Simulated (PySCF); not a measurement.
Phosphanylidenephosphane, P₂H₂.
Atom-mapped SMILES: `[H]/[P:1]=[P:2]\[H]` (hydrogens: H3 on P1; H4 on P2)

The calculation used PBE0-D3(BJ)/def2-SVP geometry optimisation, gas phase in PySCF 2.14.0.

List the bond lengths and angles at this level.

```tsv
bond	length (Å)
P1=P2	2.035
P1–H3, P2–H4	1.434
```

Bonds in one row agree within 0.01 Å and their mean is given. A selection of angles:
```tsv
angle	degrees
P2–P1–H3	99.6
```

Point group: C2v (tolerance 0.08 Å). No PBE0-D3(BJ)/def2-SVP frequencies stand behind this structure, so it isn't proved a minimum.


Species: C2H3Ga.
Bonds: C1–C2 (triple), C2–Ga3. Hydrogens: H4 on C1; H5, H6 on Ga3.

Computed geometry: PBE0-D3(BJ)/def2-SVP, gas phase.

**Question.** List the bond lengths and angles at this level.

**Answer.** 
```
          bond  length (Å)   order
         C1≡C2       1.221  triple
        C2–Ga3       1.917  single
         C1–H4       1.076  single
Ga3–H5, Ga3–H6       1.563  single
```

Bonds in one row agree within 0.01 Å and their mean is given. Orders are formal, as drawn. A selection of angles:
```
    angle  degrees
 C2–C1–H4    179.5
C1–C2–Ga3    179.0
C2–Ga3–H5    118.3
H5–Ga3–H6    123.6
```

Ga3 (gallium bonded to C and 2 H) is planar (angles 123.6°, 118.3° and 118.1°, sum 360.0°, 0.00 Å off the plane of its three neighbours).

Point group: C2v (tolerance 0.08 Å). Stationary, but not proved a minimum.
